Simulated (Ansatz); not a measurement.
A made-up structure of GeHF2 (charge +1), closed shell:

```
4
angstrom
F -0.9578 -0.5498 1.4306
Ge -0.0414 0.0332 -0.0759
F 1.7993 -0.1248 0.1146
H -0.8001 0.6415 -1.4692
```

It is relaxed with PBE-D4/def2-SVP and then PBE0-D4/def2-TZVP (Ansatz 0.2.0). Atoms count as bonded within 1.22 times the sum of their covalent radii (H–H: 0.88 Å). The end point is not checked to be a true minimum.

(1) Does its bonding change? (A judgement: the text doesn't fix the answer.)

## Answers

(1) The calculation gives: No: no bond forms or breaks.

Where it ends: The first stage lowers the energy by 0.87 eV in 4 steps. It ends as GeHF₂ ([F][GeH][F]), total charge +1:
```
atom    x (Å)    y (Å)    z (Å)
  F1  -0.8558  -0.4908   1.2772
 Ge2  -0.0368   0.0295  -0.0675
  F3   1.6068  -0.1113   0.1018
  H4  -0.7142   0.5726  -1.3115
```

Labels in which every atom is bracketed show which atoms are joined, not bond orders.

For scale, one of the runs: PBE0-D4/def2-TZVP relaxation, 116 basis functions, launched by `ansatz run in.yaml --threads 2 --pin off --events-out ev --progress --plain --max-ram 4352MiB`. Hardware: 2 CPU threads of an AMD EPYC 7571, shared host. Wall time about 22 s.
